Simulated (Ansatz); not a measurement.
Energy difference R1 + R2 → 2 P1, each structure at its B3LYP-D3(BJ)/def2-TZVP stationary point, reached from a drawn start (curvature not checked).
R1: Li2 (SMILES [Li][Li]), charge 0, multiplicity 1.
R2: Na2 (SMILES [Na][Na]), charge 0, multiplicity 1.
P1: LiNa (SMILES [Li][Na]), charge 0, multiplicity 1.

P less R. No zero-point or thermal terms.

Correlated levels freeze the cores.

Programs: Ansatz (an electronic-structure program). All values are computed, each at the level named.

Total energies in hartree:

```json
[
 {"structure": "R1", "PBE/def2-TZVPP": "-14.955362", "B3LYP/def2-TZVPP": "-15.018204", "CCSD(T)/def2-QZVPP": "-14.903371"},
 {"structure": "R2", "PBE/def2-TZVPP": "-324.349274", "B3LYP/def2-TZVPP": "-324.609646", "CCSD(T)/def2-QZVPP": "-323.743782"},
 {"structure": "P1", "PBE/def2-TZVPP": "-169.651839", "B3LYP/def2-TZVPP": "-169.813342", "CCSD(T)/def2-QZVPP": "-169.322993"}
]
```

Problem. Work out the reaction energy at each level in kcal/mol (1 hartree = 627.50947 kcal/mol), and say how far PBE/def2-TZVPP lies from CCSD(T)/def2-QZVPP.

Solution. 
- PBE/def2-TZVPP: 2 × (-169.651839) − (-14.955362) − (-324.349274) = 0.000958 hartree = 0.60 kcal/mol
- B3LYP/def2-TZVPP: 2 × (-169.813342) − (-15.018204) − (-324.609646) = 0.001166 hartree = 0.73 kcal/mol
- CCSD(T)/def2-QZVPP: 2 × (-169.322993) − (-14.903371) − (-323.743782) = 0.001167 hartree = 0.73 kcal/mol
PBE/def2-TZVPP less CCSD(T)/def2-QZVPP: -0.13 kcal/mol. CCSD(T)/def2-QZVPP is the level counted from, the highest shown, and no exact or measured value.
